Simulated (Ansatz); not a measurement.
Reaction (ligand exchange at the Si–O bond): `[SiH3]O[Si](Cl)(Cl)Cl` + `NC(N)S` → `NC(S)N[SiH3]` + `O[Si](Cl)(Cl)Cl`

Calculated with Ansatz (gas phase, PBE0-D4/def2-TZVP geometries, no zero-point term in ΔE). CBS: MP2 limit from def2 TZ/QZ plus the TZ coupled-cluster correction, frozen cores. DFT in def2-TZVPP. B3LYP here is the variant with VWN-RPA as its local correlation; programs differ in this. Each species was taken in one conformer, which may not be the lowest.

(1) Is it downhill or uphill in electronic energy at CCSD(T)/CBS, and by how much? (Best estimate.)

(2) What do these levels give: PBE-D4, B3LYP-D4, ωB97M-V, B3LYP, SCS-MP2/def2-TZVPP, HF/def2-QZVPP? (Estimate.)

Largest T1 diagnostic among the species: 0.011.

## Answers

(1) Computed: Uphill: ΔE = +56.9 kJ/mol.

(2) The calculation gave: PBE-D4 47.0, B3LYP-D4 57.8, ωB97M-V 54.6, B3LYP 58.8, SCS-MP2/def2-TZVPP 59.0, HF/def2-QZVPP 74.9 kJ/mol.

From PBE to PBE0 (25 % exact exchange), in def2-TZVPP and without D4, ΔE moves by +3.9 kJ/mol. In def2-TZVPP, CCSD(T) changes the Hartree–Fock value by −16.6 kJ/mol (the triples alone add −2.6 kJ/mol) and MP2 by −18.3 kJ/mol.
